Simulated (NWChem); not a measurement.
# GaBrF2; SMILES [Ga]([Br])([F])[F]

```xyz
4

Ga     0.0000     0.0000     0.7425
F      0.0000    -1.4719     1.6586
F      0.0000     1.4719     1.6586
Br     0.0000     0.0000    -1.4992
```
Atoms are numbered in this order, from 1.

Level: PBE0/def2-SVP (NWChem), optimised geometry, unscaled harmonic frequencies. This build's default masses of Se (78.918 u) and Br (79.917 u) are each other's, which moves their modes by up to 0.6 %.

List the harmonic frequencies with IR intensities, and the thermochemistry.


```json
[
 {"frequency (cm⁻¹)": "130", "IR intensity (km/mol)": "8.5"},
 {"frequency (cm⁻¹)": "173", "IR intensity (km/mol)": "35.0"},
 {"frequency (cm⁻¹)": "186", "IR intensity (km/mol)": "29.4"},
 {"frequency (cm⁻¹)": "328", "IR intensity (km/mol)": "33.5"},
 {"frequency (cm⁻¹)": "713", "IR intensity (km/mol)": "70.4"},
 {"frequency (cm⁻¹)": "761", "IR intensity (km/mol)": "72.8"}
]
```

- zero-point energy = 3.3 kcal/mol
- thermal correction to the enthalpy at 298.15 K (with zero-point energy) = 7.2 kcal/mol
- heat capacity Cv = 14.8 cal/(mol K)
- entropy at 298.15 K and 1 atm (symmetry number 2) = 77.3 cal/(mol K)
- dipole moment = 1.33 D

Rigid rotor and harmonic oscillator.
